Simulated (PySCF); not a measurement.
# Dipole response of Co (cobalt, neutral)

[Ar] 3d6 4s2 4p1, one real determinant (an excited configuration). Computed with PySCF 2.14 in aug-cc-pVDZ, with no relativity, point nucleus. Coupled (time-dependent) response in atomic units; α is the mean over directions. A double-zeta set is small for polarisabilities.

```csv
method,mean α (bohr³),"α xx, yy, zz",C₆ (like pair),S(−4)
UHF,68.35,"58.77, 58.77, 87.51",695.6,2171
PBE,68.13,"56.73, 56.73, 90.92",670.3,2581
PBE0,65.59,"56.04, 56.04, 84.68",647.7,2158
B3LYP,66.51,"55.58, 55.58, 88.35",648.9,2412
```

S(−4) is the Cauchy moment in α(ω) = α(0) + S(−4) ω² + …

α(iu) at B3LYP:

```csv
u (hartree),α(iu) (bohr³)
0,66.51
0.0500,61.20
0.100,50.52
0.200,31.92
0.300,20.87
0.500,10.75
0.750,6.053
1.00,4.022
1.50,2.281
2.00,1.530
3.00,0.8636
5.00,0.4036
```

A single London oscillator, α(iu) = α/(1 + u²/ω²), gives C₆ = (3/4) ω α². Matching the computed C₆ needs ω = 4 × 648.9 / (3 × 66.51²) = 0.196 hartree.

The components differ because the open shell of this determinant is not spherical; for a pure term their mean is the scalar polarisability.

⟨L²⟩ = 8.32 against 12 for a pure F term, so this real determinant mixes terms.
